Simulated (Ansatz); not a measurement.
The same ligand exchange along the group O, S, Se.

Calculated with Ansatz (gas phase, PBE0-D4/def2-TZVP geometries, no zero-point term in ΔE). CBS: MP2 limit from def2 TZ/QZ plus the TZ coupled-cluster correction, frozen cores. This one scheme is used for every species. DFT in def2-TZVPP. Elements past krypton have def2 core potentials. For I, Se outer-core shells are correlated without core-valence functions, which leaves a few kJ/mol of doubt a bond. Scalar relativity is left out up to krypton. One conformer a species, not always the lowest.

```csv
reaction,CCSD(T)/CBS(def2) (eV)
`[OH][Al]([F])[F]` + HI → `[F][Al]([F])[I]` + H₂O,?
`[F][Al]([F])[SH]` + HI → `[F][Al]([F])[I]` + H₂S,-0.37
`[F][Al]([F])[SeH]` + HI → `[F][Al]([F])[I]` + H₂Se,-0.28
```

**Question.** Fill in the missing values. (Best estimate.)

**Answer.** Computed: `[OH][Al]([F])[F]` + HI → `[F][Al]([F])[I]` + H₂O: -0.16 eV.

Largest T1 diagnostic: 0.013, for `[OH][Al]([F])[F]`.
